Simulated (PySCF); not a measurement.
## Static response to an electric field

Species: C5H9ClO2.
Cartesian coordinates in Å at the PBE0-D3(BJ)/def2-SVP level; atoms count from 1:
```
atom  x, y, z in Å
C1     2.1741    1.3961    0.9304
C2     2.2479    0.3434    0.1221
Cl3    3.7405   -0.1404   -0.6254
C4     1.1107   -0.5568   -0.2501
O5    -0.0693   -0.1026    0.3278
C6    -1.1842   -0.9251    0.0929
C7    -2.3921   -0.1763    0.6046
O8    -2.5555    1.0374   -0.0661
H9     3.0506    2.0047    1.1550
H10    1.2119    1.6449    1.3797
H11    1.3538   -1.5880    0.0814
H12    1.0331   -0.5971   -1.3568
H13   -1.2969   -1.1140   -0.9931
H14   -1.0726   -1.9033    0.6025
H15   -3.2975   -0.7819    0.4412
H16   -2.2822   -0.0360    1.6996
H17   -1.6970    1.4776   -0.0293
```

Level: CAM-B3LYP/def2-SVPD (PySCF), static field, nuclei fixed, core orbitals frozen in the response. The polarisability tensor in these axes (au):

```
x   98.60  0.37 -6.73
y    0.37 82.88  9.91
z   -6.73  9.91 75.28
```

Problem. Give the principal values, the mean and the anisotropy Δα = √{½[(α1 − α2)² + (α2 − α3)² + (α1 − α3)²]}.

Solution. Principal values 67.38, 88.64 and 100.73 au; mean 85.58 au = 12.68 Å³ = 14.11 × 10⁻⁴⁰ C²·m²/J; Δα = 29.24 au (34 % of the mean).

Problem. What is the dipole moment, and where does it point?

Solution. (0.03, -1.46, 0.66) D, 1.60 D in size, pointing from the negative to the positive side. Measured along this direction, the outermost atoms are H17 and H9 at the negative end and H14 at the positive end.

Problem. Estimate the molar refractivity from the static electronic polarisability.

Solution. Lorentz–Lorenz: R = (4π/3)N_A α = 2.5225 cm³/(mol·Å³) × 12.68 Å³ = 32.0 cm³/mol, in the limit of long wavelengths.

Problem. Give the eigenvalues of the traceless quadrupole moment Θ = ½Σq(3rr − r²1), origin at the centre of nuclear charge.

Solution. -15.96, 3.36, 12.60 D·Å. The values depend on the origin, since the dipole doesn't vanish. The electronic extent ⟨r²⟩ about the same centre is 1803 bohr², a root-mean-square distance of 2.65 Å for the 72 electrons.

Problem. In a dilute gas of rigid molecules at 350 K, how does the orientational term μ²/3kT compare with the electronic polarisability?

Solution. In Gaussian units μ²/3kT = 17.70 Å³ against 12.68 Å³, a ratio of 1.40; the Debye molar polarisation (4π/3)N_A(α + μ²/3kT) is 76.6 cm³/mol, leaving out the vibrational part.

Geometry: PBE0-D3(BJ)/def2-SVP, one conformer, isolated molecule.
